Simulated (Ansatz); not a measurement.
Reactions of C$_{2}$H$_{7}$NSi (`C=NC[SiH3]`).

Gas-phase electronic energies from Ansatz, PBE0-D4/def2-TZVP geometries. CCSD(T)/CBS is the MP2 limit (def2-TZVPP, def2-QZVPP) plus CCSD(T) − MP2 in def2-TZVPP, frozen cores. This one scheme is used for every species, atoms too. DFT in def2-TZVPP. B3LYP here is the variant with VWN-RPA as its local correlation; programs differ in this. Open shells (•) are unrestricted, without spin–orbit coupling. Spin–orbit coupling would lower the free atoms: a little for C, Si. Each species was taken in one conformer, which may not be the lowest.

```csv
reaction,CCSD(T)/CBS(def2) (kJ/mol)
`C=NC[SiH3]` → `C[SiH2]C=N`,?
`C=NC[SiH3]` → 2 C• + 7 H• + N• + Si•,3924
`C=NC[SiH3]` → `CN1C[SiH2]1`,22
`C=NC[SiH3]` → `C=NC` + `[SiH2]`,227
`C=NC[SiH3]` → `C=C(N)[SiH3]`,-32
`C=NC[SiH3]` → `CC[Si]N`,?
`C=NC[SiH3]` + `CSC(C)C` → `C=NC[SiH2]C` + `CCSC`,-39
`C=NC[SiH3]` + `CSCS` → `CSCS[SiH3]` + `C=NC`,-68
`C=NC[SiH3]` → `N=CC[SiH3]`,-42
`C=NC[SiH3]` + `CC(N)S` → `CC(S)N[SiH3]` + `C=NC`,?
```

Problem. Fill in the missing values. (Best estimate.)

Solution. Ansatz gave: `C=NC[SiH3]` → `C[SiH2]C=N`: -54.8 kJ/mol; `C=NC[SiH3]` → `CC[Si]N`: -110.4 kJ/mol; `C=NC[SiH3]` + `CC(N)S` → `CC(S)N[SiH3]` + `C=NC`: -63.8 kJ/mol.

Largest T1 diagnostic: 0.014, for `[SiH2]`.
